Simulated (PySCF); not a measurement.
Gas-phase XPS of Ti(NCS)2Cl2, computed

Species: Ti(NCS)2Cl2, C2Cl2N2S2Ti (singlet state).
Geometry (PBE0-D3(BJ)/def2-SVP, Å), atoms numbered from 1 in this order:
```xyz
9
C2Cl2N2S2Ti angstrom
Ti    -0.8073   -0.0211   -0.5979
N     -0.7907    0.0534    1.2572
C     -0.7455    0.0446    2.4644
S     -0.6818    0.0329    4.0278
N      0.9647   -0.0538   -1.1408
C      2.1271   -0.0351   -1.4685
S      3.6325   -0.0123   -1.8935
Cl    -1.7492    1.7509   -1.4218
Cl    -1.8171   -1.8289   -1.2526
```

Computed, not measured: delta-SCF UKS SCAN, pcX-2 on the ionised atom (unc-x2c-TZVPall on a metal), pcseg-1 elsewhere, spin-free X2C in PySCF 2.14.0. Binding energies are ΔSCF values: E(core-ionised, relaxed orbitals) − E(ground state) at a fixed geometry, referred to the vacuum level.

**Question.** What binding energy does each computed site have?

**Answer.** 
```csv
atom(s),environment,level,binding energy (eV),2p1/2 (eV),count
Cl8/Cl9,chlorine bonded to Ti,Cl 1s,2828.02,–,2
S4/S7,sulfur bonded to C,S 1s,2477.48,–,2
Ti1,titanium bonded to 2 Cl and 2 N,Ti 2p3/2,463.32,469.04,1
N2/N5,nitrogen bonded to C and Ti,N 1s,405.01,–,2
C3/C6,carbon bonded to N and S,C 1s,293.36,–,2
Cl8/Cl9,chlorine bonded to Ti,Cl 2p3/2,205.42,207.08,2
```

**Question.** What is the longest wavelength that can ionise Cl 2p3/2 of Cl8/Cl9 vertically?

**Answer.** λ = hc/E = 12398.42 eV Å / 205.42 eV = 60.356 Å.

Atoms equivalent by their bonding share one computed value, that of the first of them. Not every level is listed. Spin contamination (⟨S²⟩ against 0.75 for a pure doublet) is marked for Ti 2p3/2 of Ti1 (0.99), which makes this value less certain. Spin–orbit coupling isn't in the SCF: each 2p doublet comes from a relaxed spin-free hole plus a matrix of the shell (mean-field spin–orbit coupling and the ground-state 2p splitting), with 2p3/2 averaged over its two sublevels. 2p1/2 minus 2p3/2 (ligand field included): Ti 5.72 eV, Cl 1.65 eV. Satellites of the metal's 2p lines aren't described. Geometry: PBE0-D3(BJ)/def2-SVP; no solvent, vibrations or thermal averaging. Metal 2p energies of this one-determinant scheme are less reliable than its 1s energies.
